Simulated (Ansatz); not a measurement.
Program: Ansatz. Geometries: PBE0-D4/def2-TZVP. ΔE: electronic, gas phase. CBS: MP2 limit from def2 TZ/QZ plus the TZ coupled-cluster correction, frozen cores. This one scheme is used for every species. Functionals use def2-TZVPP. For Ge outer-core shells are correlated without core-valence functions, which leaves a few kJ/mol of doubt a bond. Scalar relativity is left out up to krypton. One conformer a species, not always the lowest.

`[F][Ge][N]([SiH3])[SiH3]` + H₂ → `[F][GeH]` + `[SiH3]N[SiH3]`  (hydrogenolysis of a Ge–N bond)

```csv
level,ΔE (kJ/mol)
PBE,85.9
CCSD/def2-TZVPP,86.9
```

What does CCSD(T)/CBS give? (Best estimate.)

The calculation gave: +99.7 kJ/mol. The listed levels differ from it by -13.8, -12.8 kJ/mol.

What do rigid-rotor, harmonic-oscillator terms from PBE0-D4/def2-TZVP frequencies (298.15 K, 1 bar) make of the CCSD(T)/CBS value? (An estimate is asked.)

Computed: ΔZPE = +12.1 kJ/mol, ΔH = +107.9 kJ/mol, ΔS = 71 J/(mol·K), ΔG = +86.7 kJ/mol. Modes under 50 cm⁻¹ make the entropy rough.

Largest T1 diagnostic among the species: 0.014.

At CCSD(T), def2-SVP lies −7.2 kJ/mol from the extrapolated value and def2-TZVPP −3.1 kJ/mol. From r2SCAN to r2SCAN0 (25 % exact exchange), in def2-TZVPP and without D4, ΔE moves by −7.7 kJ/mol.
